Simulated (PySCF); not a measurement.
Computed shifts of a molecule CH₅FO₂Si, HF/pcSseg-1 (PySCF), GIAO, gas phase, atoms alike by connectivity averaged where their shifts nearly agree, in ppm (number of nuclei): ²⁹Si: -60.5 (1). ¹⁹F: -118.6 (1). ¹³C: 48.7 (1). ¹H: 4.06 (1), 3.85 (3), 2.80 (1). References: ²⁹Si against TMS (σ = 393.8 ppm); ¹⁷O against H2O (σ = 333.0 ppm); ¹⁹F against CFCl3 (σ = 238.5 ppm); ¹³C against TMS (σ = 192.6 ppm); ¹H against TMS (σ = 31.99 ppm), references at their B3LYP-D3(BJ)/def2-TZVP geometries, non-relativistic. Geometry optimised at PBE0-D3(BJ)/def2-SVP. One conformer was computed; it need not be the lowest.

Task: Pick the molecule that these values belong to.
(A) C[Si](O)(O)F
(B) CO[SiH](O)F
(C) O[SiH](O)CF
(D) OC[Si@H](O)F

Result: B, CO[SiH](O)F
